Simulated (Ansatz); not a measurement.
## Ligand exchange: C2H7AlO + KSH → C2H7AlS + KOH

Species: C2H7AlO `C[CH2][AlH][OH]`, singlet; KSH `[SH][K]`, singlet; C2H7AlS `C[CH2][AlH][SH]`, singlet; KOH `[OH][K]`, singlet. The partners trade OH for SH: Al–OH and K–SH bonds give way to Al–SH and K–OH.

Shapes, held fixed at every level: PBE0-D4/def2-TZVP. Flexible molecules stand in one conformer, not always the lowest. Programs: Ansatz 0.2.0. The zero-point and thermal change to 298 K, harmonic and unscaled (PBE0-D4/def2-TZVP), is +0.7 kJ/mol.

Task: Estimate ΔH(298 K) of this reaction.

Result: The highest level, CCSD(T)/def2-TZVPP, gives ΔH(298 K) = +89.0 kJ/mol; the levels span +73.6 to +92.5. The column of differences is taken from that level and isn't an error. No measured value is set beside it here. Outer-core shells of K are correlated, in sets that cover them unevenly. Times are processor times on shared x86 and Arm servers, and rough.

| level | kind | ΔH(298 K) (kJ/mol) | less CCSD(T)/def2-TZVPP | CPU time (sum over the molecules) |
| --- | --- | --- | --- | --- |
| PBE-D4/def2-TZVPP | GGA | +73.6 | -15.4 | 23 s |
| r2SCAN-D4/def2-TZVPP | meta-GGA | +81.5 | -7.5 | 50 s |
| B3LYP-D4/def2-TZVPP | global hybrid | +83.5 | -5.5 | 40 s |
| BHLYP-D4/def2-TZVPP | global hybrid | +92.5 | +3.5 | 28 s |
| PBE0-D4/def2-TZVPP | global hybrid | +81.3 | -7.7 | 27 s |
| r2SCAN0-D4/def2-TZVPP | global hybrid | +87.4 | -1.6 | 44 s |
| CCSD(T)/def2-TZVPP | coupled cluster or CI | +89.0 | 0.0 | 9.2 min |
